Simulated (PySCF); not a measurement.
Geometry (Å), atoms numbered from 1 in this order:
```xyz
19

C     2.796    0.066   -0.692
C     1.386   -0.505   -0.682
C     0.342    0.448   -0.106
B    -1.176    0.013   -0.123
C    -1.712   -1.026   -1.174
C    -2.162    0.667    0.919
H     3.524   -0.646   -1.111
H     3.130    0.324    0.326
H     2.846    0.988   -1.295
H     1.101   -0.792   -1.708
H     1.380   -1.447   -0.104
H     0.337    1.383   -0.710
H     0.645    0.787    0.901
H    -2.779   -0.905   -1.415
H    -1.126   -1.102   -2.102
H    -1.622   -2.013   -0.675
H    -3.172    0.232    0.939
H    -1.747    0.667    1.941
H    -2.270    1.735    0.650
```

Geometry: PBE0-D3(BJ)/def2-SVP; GIAO absolute shieldings from PySCF 2.14.0 with density-fitted response routines, gas phase, non-relativistic, averaged over equivalent atoms.

At B97-D/pcSseg-1 (167 basis functions, 24 s wall time on 1 thread of an x86-64 server CPU, shared host):
| atoms | σ (ppm) |
| --- | --- |
| C3 | 142.6 |
| C2 | 156.1 |
| C1 | 158.4 |
| C5/C6 | 165.3 |
| B4 | 15.9 |
| H10/H11 | 29.99 |
| H12/H13 | 30.34 |
| H7/H8/H9 | 30.36 |
| H14/H15/H16/H17/H18/H19 | 30.54 |

Question: Predict the values at BHandHLYP/pcSseg-1 on the same geometry.

Answer: 
```tsv
atoms	σ at BHandHLYP/pcSseg-1	change
C3	149.1	+6.5
C2	163.6	+7.5
C1	164.2	+5.8
C5/C6	169.9	+4.6
B4	16.9	+1.0
H10/H11	30.16	+0.17
H12/H13	30.57	+0.23
H7/H8/H9	30.41	+0.05
H14/H15/H16/H17/H18/H19	30.61	+0.07
```

The largest change is at C2 (sp3 CH2). Cost: 167 basis functions, 18 s wall time on 1 thread of an x86-64 server CPU, shared host. The order of the carbon signals is the same at both levels.

A carbon bonded to boron is broadened by the quadrupolar boron nucleus and is often missing from a measured spectrum.
